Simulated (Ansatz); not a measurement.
`FB(F)[SeH]` + `NCBO` → `NCB(O)[SeH]` + `FBF`  (formal exchange of groups at the Se–B bond)

Computed with Ansatz on PBE0-D4/def2-TZVP structures; ΔE is electronic, products minus reactants. CCSD(T)/CBS is the MP2 limit (def2-TZVPP, def2-QZVPP) plus CCSD(T) − MP2 in def2-TZVPP, frozen cores. This one scheme is used for every species. Functionals use def2-TZVPP. B3LYP here is the variant with VWN-RPA as its local correlation; programs differ in this. For Se outer-core shells are correlated without core-valence functions, which leaves a few kJ/mol of doubt a bond. Scalar relativity is left out up to krypton. One conformer a species, not always the lowest.

| level | ΔE (kJ/mol) | difference from CCSD(T)/CBS |
| --- | --- | --- |
| PBE-D4 | 8.5 | 3.6 |
| r2SCAN-D4 | 8.8 | 3.9 |
| PBE0-D4 | 8.8 | 3.9 |
| B3LYP-D4 | 6.1 | 1.2 |
| ωB97X-V | 10.1 | 5.2 |
| ωB97M-V | 10.7 | 5.8 |
| PBE | 11.4 | 6.5 |
| r2SCAN | 9.8 | 4.9 |
| B3LYP | 10.6 | 5.7 |
| HF/def2-TZVPP | 3.6 | -1.3 |
| SCS-MP2/def2-TZVPP | 2.5 | -2.4 |
| CCSD/def2-TZVPP | 5.4 | 0.5 |
| CCSD(T)/def2-TZVPP | 4.9 | 0.0 |
| HF/CBS(def2) | 3.6 | -1.3 |
| MP2/CBS(def2) | 2.3 | -2.6 |
| CCSD/CBS(def2) | 5.3 | 0.4 |
| CCSD(T)/CBS | 4.9 | 0 |

Largest T1 diagnostic among the species: 0.013.

The D4 term adds −4.5 kJ/mol with B3LYP and −2.7 kJ/mol with PBE0; it sums over pairs of atoms, weighted by their polarisabilities, and B3LYP, whose exchange is more repulsive, gets the larger term.
